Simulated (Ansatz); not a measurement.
`O[SiH2][SiH](O)Cl` → `O[SiH3]` + `O[Si]Cl`  (silylene formation by 1,1-elimination)

Gas-phase electronic energies from Ansatz, PBE0-D4/def2-TZVP geometries. CCSD(T)/CBS adds triple-zeta CCSD(T) − MP2 to the extrapolated MP2 energy (def2 sets, frozen cores). This one scheme is used for every species. DFT in def2-TZVPP. B3LYP here is the variant with VWN-RPA as its local correlation; programs differ in this. Each species was taken in one conformer, which may not be the lowest.

`O[SiH2][SiH](O)Cl`:

```xyz
10

O     1.567    1.160    0.881
Si    0.614   -0.131    1.265
Si   -0.706   -0.575   -0.627
O    -0.787    0.918   -1.320
Cl    0.213   -1.905   -1.913
H     1.207    1.759    0.223
H    -0.276    0.160    2.426
H     1.494   -1.270    1.621
H    -2.064   -1.138   -0.408
H    -1.263    1.021   -2.147
```

`O[SiH3]`:

Z-matrix (Å, degrees):
```
Si
O 1 1.648
H 1 1.489 2 111.7
H 1 1.489 2 111.7 3 120.9
H 1 1.481 2 105.9 3 -119.6
H 2 0.957 1 117.9 3 -60.5
```

`O[Si]Cl`:

```xyz
4

O     0.818    0.142    0.690
Si   -0.198    1.072   -0.194
Cl   -1.372   -0.396   -1.153
H     0.752   -0.818    0.658
```

| level | ΔE (kJ/mol) | difference from CCSD(T)/CBS |
| --- | --- | --- |
| PBE-D4 | 123.7 | 2.4 |
| r2SCAN-D4 | 135.8 | 14.5 |
| PBE0-D4 | 135.9 | 14.6 |
| B3LYP-D4 | 113.5 | -7.8 |
| ωB97X-V | 131.5 | 10.2 |
| ωB97M-V | 107.1 | -14.2 |
| B2PLYP | 107.3 | -14.0 |
| PBE | 113.0 | -8.3 |
| r2SCAN | 132.8 | 11.5 |
| PBE0 | 126.4 | 5.1 |
| B3LYP | 96.4 | -24.9 |
| HF/def2-TZVPP | 106.3 | -15.0 |
| MP2/def2-TZVPP | 123.5 | 2.2 |
| SCS-MP2/def2-TZVPP | 114.9 | -6.4 |
| CCSD/def2-TZVPP | 114.0 | -7.3 |
| CCSD(T)/def2-TZVPP | 115.2 | -6.1 |
| HF/def2-QZVPP | 105.8 | -15.5 |
| MP2/def2-QZVPP | 126.8 | 5.5 |
| SCS-MP2/def2-QZVPP | 118.8 | -2.5 |
| HF/CBS(def2) | 105.7 | -15.6 |
| MP2/CBS(def2) | 129.5 | 8.2 |
| CCSD/CBS(def2) | 120.0 | -1.3 |
| CCSD(T)/CBS | 121.3 | 0 |

Largest T1 diagnostic among the species: 0.014.

The D4 term adds +17.1 kJ/mol with B3LYP and +9.6 kJ/mol with PBE0; it sums over pairs of atoms, weighted by their polarisabilities, and B3LYP, whose exchange is more repulsive, gets the larger term. From PBE to PBE0 (25 % exact exchange), in def2-TZVPP and without D4, ΔE moves by +13.4 kJ/mol.
